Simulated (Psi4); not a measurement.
Pair of molecules, SMILES [GaH3] with SMILES P (the first has 4 atoms); geometry from B3LYP-D3(BJ)/def2-TZVP, rigid monomers moved along the line of their centres of mass till Ga1···P5 is 3.60 Å.
(charge 0, multiplicity 1):
| atom | x (Å) | y (Å) | z (Å) |
|---|---|---|---|
| Ga | -0.4614 | 0.4894 | 0.7103 |
| H | -1.5394 | 1.4970 | 1.2656 |
| H | -0.9507 | -0.7987 | -0.0558 |
| H | 1.0039 | 1.0125 | 0.4553 |
| P | 0.2310 | -1.1340 | 3.8466 |
| H | 1.1835 | -2.1710 | 3.8903 |
| H | 0.7207 | -0.3677 | 4.9225 |
| H | -0.8119 | -1.7916 | 4.5281 |

These are SAPT0/aug-cc-pVDZ in Psi4 values and carry that method's errors.

Give the four SAPT terms and the total, and say what mostly holds the pair together.

electrostatics -5.67, exchange 2.92, induction -2.28, dispersion -1.71, total -6.74 kcal/mol; the largest attraction is electrostatics.
